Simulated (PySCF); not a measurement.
# What a mistake does to a calculation on BC2H8Si

Calculated results; nothing here was measured. The program is PySCF 2.14.0, an open-source quantum chemistry code, run on an isolated molecule that a program drew, which may never have been made. The molecule is BC2H8Si (charge 0, doublet), drawn as the SMILES string `B[CH][SiH2]C`.

Each row is a Hartree-Fock (HF) and frozen-core CCSD(T) single point in the cc-pV(D+d)Z basis, meant for a local HF minimum. Run 1 is clean. Each other run has one planted mistake out of seven kinds, and not every kind appears here: one electron removed, one electron added, multiplicity raised by two, geometry at a saddle point, minimal basis STO-3G, one bond length entered in bohr, all coordinates scaled. The reference is restricted for singlets and unrestricted otherwise, and also for a bond in bohr. Adding or removing an electron swaps singlet and doublet. Electrons count all cores. HOMO and LUMO are orbital energies over both spins, the gradient is its largest component, and the lowest frequency (negative if imaginary) is given only where the gradient is small. Bond lengths are over the 11 bonds as drawn. T1 is the CCSD diagnostic: over 0.02 (restricted) or 0.045 (unrestricted) a single reference is doubtful.

Geometry of the clean run:
```xyz
12
BC2H8Si, angstrom
B    -1.6026    0.3077   -0.3663
C    -1.4238    0.4710    1.1644
Si   -1.1308   -0.8622    2.4552
C    -1.0548   -2.5898    1.7240
H    -1.7861    1.2664   -1.0676
H    -1.5612   -0.7783   -0.8803
H    -1.4717    1.4856    1.5631
H     0.1409   -0.5554    3.1609
H    -2.2235   -0.7859    3.4598
H    -1.9904   -2.8488    1.2216
H    -0.8800   -3.3253    2.5141
H    -0.2444   -2.6765    0.9957
```

```
run,electrons,basis functions,<S^2>,HOMO (eV),LUMO (eV),gradient (hartree/bohr),lowest frequency (cm^-1),mean bond (Å),longest bond (Å),T1,HF (hartree),CCSD(T) (hartree),mistake
1,39,105,0.757,-10.65,0.68,2.7e-05,60,1.3685,1.879,0.0125,-393.98126,-394.50603,no fault
2,39,105,1.771,-8.66,0.65,5.4e-02,-,1.5204,3.548,0.0132,-393.85344,-394.34583,one bond length entered in bohr
3,38,105,0.000,-17.08,-7.63,8.0e-02,-,1.3685,1.879,0.0265,-393.64661,-394.15389,?
4,39,105,3.769,-5.80,-2.64,8.7e-02,-,1.3685,1.879,0.0321,-393.75357,-394.28059,?
```

**Which mistake was planted in run 3, and what did it cost?**

It counts 38 electrons, one fewer than the clean run, at the same geometry and basis. So the mistake is: one electron removed. Subtracting run 1 and multiplying by 627.51 kcal/mol a hartree, the energy moved by 210.0 kcal/mol in HF and 221.0 kcal/mol in CCSD(T).

**Which mistake was planted in run 4, and what did it cost?**

Electrons, basis and geometry are unchanged, and <S^2> is 3.769, beside S(S+1) = 3.75 for a multiplicity of 4. So the mistake is: multiplicity raised by two. Subtracting run 1 and multiplying by 627.51 kcal/mol a hartree, the energy moved by 142.9 kcal/mol in HF and 141.5 kcal/mol in CCSD(T).

Cautions from the logs. Run 3: T1 is over the limit, so its CCSD(T) energy is less reliable.
